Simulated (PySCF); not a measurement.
Input for PySCF:
```python
from pyscf import gto, scf, dft

mol = gto.Mole()
mol.atom = '''
    C    -0.019887   -0.099482   -1.266570
    Si    0.007913    0.007551    0.530102
    H    -0.911262    0.348468   -1.736809
    H     0.867750    0.327051   -1.763060
    H     0.036558    1.229113    1.474732
    H    -1.189434   -0.692313    1.119231
    H     1.923137   -1.158351    1.416179
'''
mol.basis = '6-31g'
mol.charge = -1
mol.spin = 0
mol.verbose = 4
mol.build()

mf = dft.RKS(mol)
mf.xc = 'm062x'
mf.kernel()
mf.analyze()
```

**Question.** What is the computed nuclear repulsion energy (PySCF with M062X/6-31G)?

**Answer.** 54.1114 Eh

**Question.** Predict the HOMO-LUMO gap from M062X/6-31G.

**Answer.** 5.37 eV

**Question.** What total energy does M062X/6-31G give?

**Answer.** -330.3505 Eh

**Question.** Estimate the number of basis functions that M062X/6-31G returns for this input.

**Answer.** 32

**Question.** Predict the HOMO energy from M062X/6-31G.

**Answer.** -0.27 eV
